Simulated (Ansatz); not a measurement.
Au₃⁻, relaxed as a quintet with UKS PBE0-D4/def2-TZVPD in Ansatz, starting from the PBE0-D4/def2-TZVPD geometry of the charge -1 singlet. Force threshold 0.02 eV/Å.

In the def2 sets Au takes a core potential; there is no spin–orbit coupling. The highest occupied level of the charge -1 quintet lies above zero (up to 1.11 eV). The electron is either unbound and held by the finite basis, or the level is raised by self-interaction error. At PBE0-D4/def2-TZVPD a singlet of charge -1 lies 5.91 eV below the quintet, each at its own geometry. The structure comes from a short search, and lower isomers may exist.

Start:

```
atom   x (Å)   y (Å)   z (Å)
 Au1   0.000   0.000   0.000
 Au2   0.777   1.382   2.046
 Au3  -0.777  -1.382  -2.046
```

Q: Estimate the energy that the relaxation releases and the steps that it takes.

A: 17.7 kJ/mol, in 3 steps; 11 s on 4 threads of Arm Neoverse V2 on a shared host. No frequencies were taken in this run, so the end may be a saddle point.

Q: Does the start keep its bonding and symmetry?

A: By distances, no bond broke or formed. The bond that changes most is Au1–Au3, from 2.59 to 2.78 Å (atoms count from 1). Point group D∞h at the start, D∞h at the end, both within 0.05 Å.

Q: Predict the relaxed structure.

A: 
```xyz
3

Au    0.000    0.000    0.000
Au    0.834    1.483    2.196
Au   -0.834   -1.483   -2.196
```
Bond lengths (bridged metal pairs left out): 2 × Au–Au 2.78 Å.
